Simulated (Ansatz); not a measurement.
Start from `O[C](=S)[InH][F]` and change one atom or group to get `OC(=S)[SeH]`.

Ansatz, PBE0-D4/def2-TZVP geometries, multiplicity 1. Each molecule was computed in one conformer, which needn't be the lowest.

Elements past krypton have def2 core potentials. Scalar relativity is left out up to krypton.

```csv
property,`O[C](=S)[InH][F]`
"ideal-gas entropy at 298 K and 1 bar (rigid rotor, harmonic PBE0-D4/def2-TZVP) / J/(mol·K)",353
HOMO energy (PBE0/def2-TZVPP) / eV,-6.51
HOMO–LUMO gap (PBE0/def2-TZVPP) / eV,3.83
HOMO–LUMO gap (ωB97M-V/def2-TZVPP) / eV,7.62
HOMO–LUMO gap (PBE/def2-TZVPP) / eV,2.03
HOMO energy (B3LYP/def2-TZVPP) / eV,-6.32
```

(1) What does the change do to each property? (An estimate is asked.)

## Answers

(1) Ansatz gave: 
```csv
property,`OC(=S)[SeH]`,shift
"ideal-gas entropy at 298 K and 1 bar (rigid rotor, harmonic PBE0-D4/def2-TZVP) / J/(mol·K)",310,-43
HOMO energy (PBE0/def2-TZVPP) / eV,-7.05,-0.54
HOMO–LUMO gap (PBE0/def2-TZVPP) / eV,5.41,1.58
HOMO–LUMO gap (ωB97M-V/def2-TZVPP) / eV,9.70,2.08
HOMO–LUMO gap (PBE/def2-TZVPP) / eV,3.37,1.34
HOMO energy (B3LYP/def2-TZVPP) / eV,-6.80,-0.48
```

With PBE0 the HOMO falls by 0.54 eV and the LUMO rises by 1.04 eV, so the gap widens by about 1.58 eV. PBE moves the HOMO by -0.41 eV and ωB97M-V by -0.63 eV. The zero-point energy changes by 0.7 kJ/mol with -3 modes.

B3LYP here is the variant with VWN-RPA as its local correlation; programs differ in this.

Spin–orbit coupling is left out; it splits and shifts lone-pair levels of the heavy atoms by tenths of an eV.
